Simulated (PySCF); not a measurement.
## Sc (scandium, neutral) across methods

[Ar] 4s2 5s1, 2S determinant (an excited configuration). Computed with PySCF 2.14 in aug-cc-pVTZ-DK (8s7p5d3f2g, 93 functions), with scalar relativity by spin-free X2C-1e.

```json
{"method": "M06-L", "E (hartree)": "-763.910", "mean ε 4s α (eV)": "-8.224", "mean ε 4s β (eV)": "-8.223", "mean ε 5s α (eV)": "-1.372", "Σ⟨r²⟩ (bohr²)": "138.0", "⟨S²⟩": "0.750"}
{"method": "BLYP", "E (hartree)": "-763.986", "mean ε 4s α (eV)": "-7.857", "mean ε 4s β (eV)": "-7.832", "mean ε 5s α (eV)": "-1.363", "Σ⟨r²⟩ (bohr²)": "122.3", "⟨S²⟩": "0.750"}
{"method": "LDA", "E (hartree)": "-761.971", "mean ε 4s α (eV)": "-8.133", "mean ε 4s β (eV)": "-8.068", "mean ε 5s α (eV)": "-1.540", "Σ⟨r²⟩ (bohr²)": "120.5", "⟨S²⟩": "0.750"}
{"method": "PBE0", "E (hartree)": "-763.772", "mean ε 4s α (eV)": "-8.734", "mean ε 4s β (eV)": "-8.657", "mean ε 5s α (eV)": "-1.805", "Σ⟨r²⟩ (bohr²)": "123.9", "⟨S²⟩": "0.750"}
{"method": "r2SCAN", "E (hartree)": "-763.897", "mean ε 4s α (eV)": "-8.029", "mean ε 4s β (eV)": "-8.023", "mean ε 5s α (eV)": "-1.541", "Σ⟨r²⟩ (bohr²)": "122.6", "⟨S²⟩": "0.751"}
{"method": "UHF", "E (hartree)": "-763.09545", "mean ε 4s α (eV)": "-10.221", "mean ε 4s β (eV)": "-10.065", "mean ε 5s α (eV)": "-2.218", "Σ⟨r²⟩ (bohr²)": "134.3", "⟨S²⟩": "0.750"}
{"method": "PBE", "E (hartree)": "-763.733", "mean ε 4s α (eV)": "-7.987", "mean ε 4s β (eV)": "-7.926", "mean ε 5s α (eV)": "-1.568", "Σ⟨r²⟩ (bohr²)": "121.7", "⟨S²⟩": "0.750"}
```

Task: Estimate the same row for r2SCANh.

Result: E (hartree) = -763.897; mean ε 4s α (eV) = -8.308; mean ε 4s β (eV) = -8.284; mean ε 5s α (eV) = -1.629; Σ⟨r²⟩ (bohr²) = 122.6; ⟨S²⟩ = 0.751.

The outer electron is Rydberg-like, and this basis confines it to a smaller radius and binds it less than a complete one would.
